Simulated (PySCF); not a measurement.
**Ga (gallium, neutral) across methods**

[Ar] 3d10 4s2 5s1, 2S determinant (an excited configuration). Calculation: PySCF 2.14, in aug-cc-pVTZ-PP with one added diffuse shell each of s, d, f type with ECP10MDF (7s5p5d3f, 68 functions); scalar relativity through the core potential. The B2PLYP total includes its PT2 part (frozen core); its orbital energies are those of the SCF part.

```tsv
method	E (hartree)	mean ε 4s α (eV)	mean ε 4s β (eV)	mean ε 5s α (eV)	Σ⟨r²⟩ (bohr²)	⟨S²⟩
LDA	-258.9225	-12.409	-12.342	-1.837	80.82	0.750
CAM-B3LYP	-259.3123	-14.561	-14.485	-2.492	84.17	0.750
PBE	-259.3525	-12.084	-12.011	-1.872	82.12	0.750
r2SCAN	-259.2266	-12.308	-12.377	-1.849	81.13	0.750
B2PLYP	-258.9627	-13.939	-13.830	-2.258	86.39	0.750
BP86	-259.4799	-12.244	-12.194	-1.913	80.56	0.750
UHF	-258.19867	-15.184	-14.998	-2.720	92.38	0.750
wB97X-V	-259.3024	-15.397	-15.316	-2.858	86.51	0.750
PBE0	-259.3055	-13.048	-12.953	-2.162	83.31	0.750
```

Energies and moments cover only the electrons outside the core potential. The outer electron is Rydberg-like, and this basis confines it to a smaller radius and binds it less than a complete one would.
